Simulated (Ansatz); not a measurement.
Species: sum formula AlOBr, charge 1, multiplicity 2. SMILES of the parent species: [Al](=[O])[Br]
Coordinates optimised at B3LYP-D3(BJ)/def2-TZVP (Ansatz, a quantum-chemistry and plane-wave program):
```
Al
O 1 1.7081
Br 1 2.1505 2 180.00
```
Charge +1, spin multiplicity 2.

Parts of the frozen-core correlation energy in 6-31G (Ansatz, hartree). Frozen orbitals: 20; correlated occupied orbitals by spin: 8 and 7; virtual: 23 and 24. Open shells are spin-unrestricted. No spin-orbit coupling. Non-relativistic.

| term | value |
|---|---|
| reference (HF) | -2888.49548 |
| MP2 opposite-spin | -0.11499 |
| MP2 same-spin | -0.03950 |
| CCSD correlation | -0.16959 |
| (T) | -0.00499 |
| T1 diagnostic | 0.025 |
| largest doubles amplitude | 0.048 |
| <S^2> of the reference | 0.760 |
